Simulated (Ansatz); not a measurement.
One change: `O[CH2][Al]([OH])[Cl]` becomes `[OH][Al]([Cl])[SiH2]Cl`.

Ansatz, PBE0-D4/def2-TZVP geometries, multiplicity 1. Each molecule was computed in one conformer, which needn't be the lowest.

```json
{"property": "HOMO energy (PBE0/def2-TZVPP) / eV", "`O[CH2][Al]([OH])[Cl]`": "-7.46"}
{"property": "size of the dipole moment (B3LYP/def2-TZVPP) / D", "`O[CH2][Al]([OH])[Cl]`": "1.78"}
{"property": "LUMO energy (B3LYP/def2-TZVPP) / eV", "`O[CH2][Al]([OH])[Cl]`": "-0.78"}
{"property": "HOMO energy (PBE/def2-TZVPP) / eV", "`O[CH2][Al]([OH])[Cl]`": "-5.95"}
{"property": "HOMO–LUMO gap (ωB97M-V/def2-TZVPP) / eV", "`O[CH2][Al]([OH])[Cl]`": "10.89"}
{"property": "HOMO energy (B3LYP/def2-TZVPP) / eV", "`O[CH2][Al]([OH])[Cl]`": "-7.23"}
```

Give the same properties after the change, and the shifts. (Estimate.)

The calculation gave: 
```
                                        property  `[OH][Al]([Cl])[SiH2]Cl`  shift
              HOMO energy (PBE0/def2-TZVPP) / eV                     -8.07  -0.61
size of the dipole moment (B3LYP/def2-TZVPP) / D                      1.99   0.21
             LUMO energy (B3LYP/def2-TZVPP) / eV                     -1.64  -0.86
               HOMO energy (PBE/def2-TZVPP) / eV                     -6.90  -0.95
         HOMO–LUMO gap (ωB97M-V/def2-TZVPP) / eV                     10.30  -0.59
             HOMO energy (B3LYP/def2-TZVPP) / eV                     -7.85  -0.62
```

With PBE0 the HOMO falls by 0.61 eV and the LUMO falls by 1.01 eV, so the gap narrows by about 0.40 eV. PBE moves the HOMO by -0.95 eV and ωB97M-V by -0.28 eV. Dipoles are sizes alone; their direction can turn.

B3LYP here is the variant with VWN-RPA as its local correlation; programs differ in this.
